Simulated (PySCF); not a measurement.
O (oxygen, neutral): PBE calculation

Configuration: [He] 2s2 2p4, high-spin 3P determinant. All numbers are calculated (PySCF 2.14, the non-relativistic Hamiltonian (point nucleus), in 6-31G* (3s2p1d, 14 functions)).

- Total energy: -74.9724 hartree
- One-electron energy: -103.2110 hartree
- Hartree (Coulomb) energy: 36.6305 hartree
- Exchange-correlation energy: -8.3919 hartree
- Kinetic energy: 74.58728 hartree
- ⟨S²⟩: 2.0018
- ⟨L²⟩: 2.005
- Sum of ⟨r⟩: 7.587 bohr
- Sum of ⟨r²⟩: 10.99 bohr²
- Traceless quadrupole moment −½Σ⟨3z² − r²⟩ along its main axis: -0.823 e·bohr²
- Density at the nucleus (Gaussians lack the cusp): 292 bohr⁻³
- Spin density at the nucleus: 0.221 bohr⁻³
- Langevin diamagnetic susceptibility: -8.70 ×10⁻⁶ cm³/mol
- Time after the integrals: 0.07 s of wall time on 1 thread of Neoverse-V1 (shared host)

```json
{"shell": "1s α", "electrons": "1", "mean orbital energy (hartree)": "-18.89804", "spread (hartree)": "0", "rms radius, mean of both spins (bohr)": "0.232"}
{"shell": "1s β", "electrons": "1", "mean orbital energy (hartree)": "-18.85180", "spread (hartree)": "0", "rms radius, mean of both spins (bohr)": "0.232"}
{"shell": "2s α", "electrons": "1", "mean orbital energy (hartree)": "-0.90362", "spread (hartree)": "0", "rms radius, mean of both spins (bohr)": "1.27"}
{"shell": "2s β", "electrons": "1", "mean orbital energy (hartree)": "-0.77229", "spread (hartree)": "0", "rms radius, mean of both spins (bohr)": "1.27"}
{"shell": "2p α", "electrons": "3", "mean orbital energy (hartree)": "-0.35150", "spread (hartree)": "0.07933", "rms radius, mean of both spins (bohr)": "1.38"}
{"shell": "2p β", "electrons": "1", "mean orbital energy (hartree)": "-0.25160", "spread (hartree)": "0", "rms radius, mean of both spins (bohr)": "1.38"}
```
